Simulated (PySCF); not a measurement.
# A scan of CsSn⁻ with bad points

ROHF; basis Cs def2-SVPD with ECP46, Sn def2-SVPD with ECP28; scalar-relativistic core potentials; PySCF 2.14; triplet, unpaired electrons π ↑↑ requested.

| R (Å) | E (eV) | ⟨S²⟩ | ⟨Lz²⟩ | μ (D) |
| --- | --- | --- | --- | --- |
| 3.278 | 1.704 | 2.00 | 0.00 | 0.28 |
| 3.431 | 1.538 | 2.00 | 0.00 | 0.43 |
| 3.583 | 1.432 | 2.00 | 0.00 | 1.71 |
| 3.698 | 1.379 | 2.00 | 0.00 | 3.02 |
| 3.812 | 1.341 | 2.00 | 0.00 | 4.59 |
| 3.926 | 0.011 | 2.00 | 0.00 | 0.93 |
| 4.079 | 0.000 | 2.00 | 0.00 | 0.86 |
| 4.269 | 0.006 | 2.00 | 0.00 | 1.23 |
| 4.498 | 0.029 | 2.00 | 0.00 | 1.77 |
| 4.803 | 0.070 | 2.00 | 0.00 | 2.58 |

The run flagged 3.926 Å: there the SCF missed its convergence threshold, so the fit leaves that out.
